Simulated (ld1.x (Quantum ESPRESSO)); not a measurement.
Lu PAW: all-electron and pseudo phase curves

```json
{
  "Element": "Lu (Z = 71)",
  "Generator": "ld1.x (Quantum ESPRESSO) 7.5",
  "Type": "PAW",
  "Functional": "PBE",
  "Relativity": "scalar-relativistic",
  "Frozen core": "[Kr] 4d10 4f14",
  "Valence charge": "11",
  "Reference configuration": "5s2 5p6 5d1 6s1.5 6p0 (charge +0.5)",
  "Partial waves": "5s (bound): rcut 1.50, rcutus 1.65 bohr; 6s (bound): rcut 1.50, rcutus 1.65 bohr; 5p (bound): rcut 2.45, rcutus 2.75 bohr; 6p (bound, empty): rcut 2.45, rcutus 2.75 bohr; 5d (bound): rcut 1.50, rcutus 1.95 bohr; 5d channel at 1.15 Ry: rcut 1.50, rcutus 1.95 bohr",
  "Local potential": "all-electron potential smoothed inside 1.70 bohr (lloc = -2)",
  "Core correction": "a·sin(br)/r model core, default radius (core density twice the valence density)",
  "Augmentation charge": "BESSEL, radius 1.55 bohr"
}
```

The phase is arctan(r·u′/u) with u = r·R(r), unwrapped; energies in Ry, scanned from -7 to 5 Ry. A pole is an energy at which the radial function vanishes at the test radius. The pseudo phase is shifted by a multiple of π to meet the all-electron one at the reference energy, and phase errors are pseudo minus all-electron; the curves can meet again beyond the range given. Levels narrower than the energy grid can be missing from the lists of poles.

Question: For each channel, where are the poles, and over which energies does the pseudopotential scatter like the atom?

Answer:

```csv
channel,radius (bohr),reference energy (Ry),"poles, all-electron","poles, pseudo",unbroken range about the reference energy with phases within 0.05 rad,phase error 1 Ry above the reference energy (rad)
s,2.98,-0.54,"-4.70, 1.44","-4.70, 1.43",below 3.7,-0.001
p,2.98,-0.26,"-2.49, 2.78","-2.49, -1.12, 2.07",-0.8 to 0.1,-0.197
d,2.98,-0.34,0.24,0.24,the whole range,+0.000
```

The ghost test of this file was not conclusive. Its overlap operator is not positive definite in a basis up to 400 Ry (lowest eigenvalue p -1.29), so the file is unfit for use: the generalised eigenproblem breaks down once the basis is large enough, and its test numbers describe a broken file.

Phases in the d channel:

```json
{"E (Ry)": "-7.00", "all-electron": "1.441", "pseudo": "1.441"}
{"E (Ry)": "-6.48", "all-electron": "1.436", "pseudo": "1.436"}
{"E (Ry)": "-5.96", "all-electron": "1.430", "pseudo": "1.430"}
{"E (Ry)": "-5.44", "all-electron": "1.423", "pseudo": "1.423"}
{"E (Ry)": "-4.92", "all-electron": "1.414", "pseudo": "1.414"}
{"E (Ry)": "-4.40", "all-electron": "1.404", "pseudo": "1.404"}
{"E (Ry)": "-3.88", "all-electron": "1.392", "pseudo": "1.392"}
{"E (Ry)": "-3.36", "all-electron": "1.377", "pseudo": "1.377"}
{"E (Ry)": "-2.84", "all-electron": "1.357", "pseudo": "1.357"}
{"E (Ry)": "-2.32", "all-electron": "1.328", "pseudo": "1.328"}
{"E (Ry)": "-1.80", "all-electron": "1.283", "pseudo": "1.283"}
{"E (Ry)": "-1.28", "all-electron": "1.194", "pseudo": "1.193"}
{"E (Ry)": "-0.76", "all-electron": "0.885", "pseudo": "0.885"}
{"E (Ry)": "-0.24", "all-electron": "-1.073", "pseudo": "-1.073"}
{"E (Ry)": "0.28", "all-electron": "-1.587", "pseudo": "-1.587"}
{"E (Ry)": "0.80", "all-electron": "-1.741", "pseudo": "-1.741"}
{"E (Ry)": "1.32", "all-electron": "-1.891", "pseudo": "-1.891"}
{"E (Ry)": "1.84", "all-electron": "-2.208", "pseudo": "-2.208"}
{"E (Ry)": "2.36", "all-electron": "-3.350", "pseudo": "-3.351"}
{"E (Ry)": "2.88", "all-electron": "-4.254", "pseudo": "-4.254"}
{"E (Ry)": "3.40", "all-electron": "-4.493", "pseudo": "-4.494"}
{"E (Ry)": "3.92", "all-electron": "-4.596", "pseudo": "-4.596"}
{"E (Ry)": "4.44", "all-electron": "-4.656", "pseudo": "-4.656"}
{"E (Ry)": "4.96", "all-electron": "-4.698", "pseudo": "-4.699"}
```
